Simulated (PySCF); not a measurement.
# Telling isomers of C₈H₁₂N₂ apart by NMR

Fast rotation and ring inversion assumed for equivalent nuclei, no solvent model, one conformer, relativity neglected. Shieldings: GIAO PBE0/pcSseg-1; geometry from GFN2-xTB; PySCF 2.14.0 with density-fitted response routines.

δ = σ(ref) − σ, references computed at the same level: TMS for 1H and 13C. Where no couplings were computed, multiplicities follow the n + 1 count of equivalent neighbours, and m marks all less simple cases (inequivalent or close neighbours, rings, F or P nearby). Shifts are as computed. Against solution values, carbons near 30 ppm lie about +3 ppm off and those near 130 ppm about +5 ppm. Of 1211 compounds with measured shifts, 218 miss one by over three times the rms of a fit or turn the order of signals round; such compounds aren't used in these exercises.

(1) Tabulate the signals of `C=Cn1ccc(C(C)C)n1`, `CCn1nccc1C1CC1`, `C=CCn1ncc(C)c1C`, `C=C/C=N\N=C(/C=C)CC` and their relative energies.

(2) What is the quickest way to tell C=Cn1ccc(C(C)C)n1 from C=CCn1ncc(C)c1C?

(3) What is the quickest way to tell CCn1nccc1C1CC1 from C=CCn1ncc(C)c1C?

(4) What is the quickest way to tell C=CCn1ncc(C)c1C from C=C/C=N\N=C(/C=C)CC?

## Answers

(1) 
```tsv
SMILES	carbon types	δC	δH	E rel. (kcal/mol)
C=Cn1ccc(C(C)C)n1	1×C 4×CH 1×CH2 2×CH3	166.2, 137.2, 135.1, 108.3, 105.8, 33.0, 26.2	7.20 (m, 1H), 6.87 (m, 1H), 6.38 (m, 1H), 6.33 (m, 1H), 5.02 (m, 1H), 3.09 (sept, 1H), 1.28 (d, 6H)	0.0
CCn1nccc1C1CC1	1×C 3×CH 3×CH2 1×CH3	149.2, 141.5, 103.3, 47.3, 18.9, 14.6, 9.8	7.39 (m, 1H), 5.65 (m, 1H), 4.36 (q, 2H), 1.66 (m, 1H), 1.38 (t, 3H), 1.11 (m, 2H), 0.68 (m, 2H)	4.8
C=CCn1ncc(C)c1C	2×C 2×CH 2×CH2 2×CH3	145.1, 142.0, 139.3, 123.5, 119.6, 58.3, 11.3, 11.2	7.25 (s, 1H), 6.12 (m, 1H), 5.58 (m, 1H), 5.47 (m, 1H), 4.79 (d, 2H), 2.32 (s, 3H), 2.18 (s, 3H)	1.0
C=C/C=N\N=C(/C=C)CC	1×C 3×CH 3×CH2 1×CH3	135.1, 134.7, 133.1, 132.0, 125.3, 123.9, 37.1, 15.8	6.52 (m, 1H), 6.37 (m, 1H), 6.30 (m, 1H), 6.01 (m, 1H), 5.90 (m, 1H), 5.52 (m, 1H), 5.50 (m, 1H), 2.41 (q, 2H), 1.15 (t, 3H)	47.4
```

Energies are electronic energies at PBE0/pcSseg-1 on these geometries, without zero-point or thermal terms, each for the one conformer computed, which needn't be the lowest.

(2) Count the carbon signals: 7 against 8. The first has an sp3 CH on an aromatic ring at 33.0 ppm, the second an allylic sp3 CH2 bonded to N at 58.3 ppm. Their most deshielded carbons lie at 166.2 and 145.1 ppm.

(3) Count the carbon signals: 7 against 8. The first has a three-membered-ring carbon (CH) at 9.8 ppm, the second a terminal =CH2 carbon at 123.5 ppm. Their most deshielded carbons lie at 149.2 and 145.1 ppm.

(4) Both give the same number of carbon signals, but DEPT or the intensities differ. The first has an allylic sp3 CH2 bonded to N at 58.3 ppm, the second an sp3 CH2 at 37.1 ppm. Their most deshielded carbons lie at 145.1 and 135.1 ppm. In the proton spectra the most deshielded non-exchanging signals are 7.25 (s, 1H) and 6.52 (m, 1H).
